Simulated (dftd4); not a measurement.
C₆H₁₇Si₂ (SMILES [CH2][Si](C)(C)[Si](C)(C)C), doublet, geometry from GFN2-xTB; D4 for revpbe run with dftd4.

dftd4 was given this input:
```
$ dftd4 mol.xyz --func revpbe --charge 0 --json dftd4.json --noedisp

# file mol.xyz
25

C      1.74632956    -1.06068855    -1.60790486
Si     1.22715392    -0.24679256    -0.06002972
C      2.11601532     1.43233999     0.16123853
C      1.62043061    -1.34603485     1.45499638
Si    -1.12279911     0.19036732    -0.02170789
C     -1.98472460    -0.72652537     1.42182627
C     -1.48800078     2.06070472     0.16845416
C     -1.93713040    -0.39644048    -1.64872544
H      1.93701080    -0.50855545    -2.51252301
H      1.65153745    -2.12259818    -1.75929420
H      3.18944539     1.29881857     0.25038051
H      1.77402214     1.95625688     1.04881870
H      1.93614493     2.07811143    -0.69193467
H      1.27319334    -0.89677933     2.38066784
H      2.68838985    -1.51419024     1.55062760
H      1.14346056    -2.31602590     1.36076740
H     -3.05746453    -0.55299665     1.41576845
H     -1.82640826    -1.79851035     1.35467695
H     -1.60653518    -0.40044136     2.38593932
H     -2.55603293     2.25951322     0.14234189
H     -1.10648657     2.44965117     1.10762296
H     -1.02925194     2.63273820    -0.63220977
H     -3.00722211    -0.20781728    -1.65083125
H     -1.79058570    -1.46140115    -1.79886569
H     -1.51170295     0.11404714    -2.50693647
```

The log (banner, timings and long lists left out):

```
                    ____  _____ _____     ____  _  _
      -------------|  _ \|  ___|_   _|---|  _ \| || |------------
     |             | | | | |_    | | ___ | | | | || |_           |
     |             | |_| |  _|   | ||___|| |_| |__   _|          |
     |             |____/|_|     |_|     |____/   |_|            |
     |             ===================================           |
     |            E. Caldeweyher, S. Ehlert & S. Grimme          |
     |          Mulliken Center for Theoretical Chemistry        |
     |                    University of Bonn                     |
      -----------------------------------------------------------

Rational (Becke-Johnson) damping: revpbe-D4-ATM
---------------------
  s6         1.0000
  s8         1.7468
  s9         1.0000
  a1         0.5363
  a2         3.0726
 alp        16.0000
--------------------

Dispersion energy:      -6.6433155897571E-02 Eh

[Info] JSON dump of results written to 'dftd4.json'
```
